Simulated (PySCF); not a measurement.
Si(OH)3(NH2) (H₅NO₃Si), SMILES [Si](N)(O)(O)O. Atoms are numbered in the order given.

```xyz
10

N      1.5912    -0.5831    -0.1390
Si    -0.0145     0.0095    -0.0161
O     -0.0285     1.2826     1.0504
O     -0.6131     0.5823    -1.4427
O     -1.0050    -1.2401     0.4486
H      1.7562    -1.4349    -0.6662
H      2.3433     0.0809    -0.2943
H      0.3730     1.1269     1.9102
H     -1.5121     0.9248    -1.4174
H     -0.7236    -1.7478     1.2153
```
Charge 0, spin multiplicity 1.

Coordinates come from a ωB97X-D3(BJ)/def2-SVP optimisation. A frequency run showed that this geometry is not a minimum. The values are those of a single conformer.

Level of theory: HF/pcSseg-1 run with PySCF.

GIAO shieldings, no solvent; atoms listed in one row are averaged. δ = σ(ref) − σ: ¹⁵N against NH3 (σ = 267.3 ppm); ²⁹Si against TMS (σ = 393.8 ppm); ¹⁷O against H2O (σ = 333.0 ppm); ¹H against TMS (σ = 31.99 ppm), references at their B3LYP-D3(BJ)/def2-TZVP geometries, non-relativistic.

Computed chemical shifts:
| nucleus | atoms | count | δ (ppm) |
|---|---|---|---|
| ¹⁵N | N1 | 1 | 15.2 |
| ²⁹Si | Si2 | 1 | -59.7 |
| ¹⁷O | O5 | 1 | 37.5 |
| ¹⁷O | O3 | 1 | 37.3 |
| ¹⁷O | O4 | 1 | 30.3 |
| ¹H | H9 | 1 | 2.48 |
| ¹H | H10 | 1 | 1.96 |
| ¹H | H8 | 1 | 1.96 |
| ¹H | H6, H7 | 2 | 1.03 |
